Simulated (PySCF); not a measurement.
## K(15+): ionisation energy

K(15+) [He] 2s2 (1S) → K(16+) [He] 2s1 (2S), as a difference of total energies. Calculation: PySCF 2.14, in an even-tempered Gaussian basis (19 s from 2.7 bohr⁻², ratio 2.2; 9 p from 4.3 bohr⁻², ratio 2.4; 6 d from 13 bohr⁻², ratio 2.4; 5 f from 19 bohr⁻², ratio 2.4; 4 g from 29 bohr⁻², ratio 2.4); the spin-free X2C one-electron Hamiltonian (Gaussian nucleus). Correlated levels: nothing frozen; virtual orbitals above 40 to 60 times the deepest correlated orbital energy dropped. The calculations carry no spin-orbit coupling.

```csv
method,ionisation energy (eV)
UHF,962.12
LDA,962.44
PBE,964.80
PBE0,964.47
r2SCAN,962.45
revPBE,964.84
TPSS,964.64
MP2 (all electrons),965.72
SCS-MP2 (all electrons),966.40
```

Task: How much does correlation contribute at MP2 (all electrons)?

Result: 965.72 − (962.12) = 3.60 eV, measured against UHF.

For comparison: 967.7 ± 0.3 eV (semi-empirical (NIST evaluation); NIST Atomic Spectra Database, ionization energies).
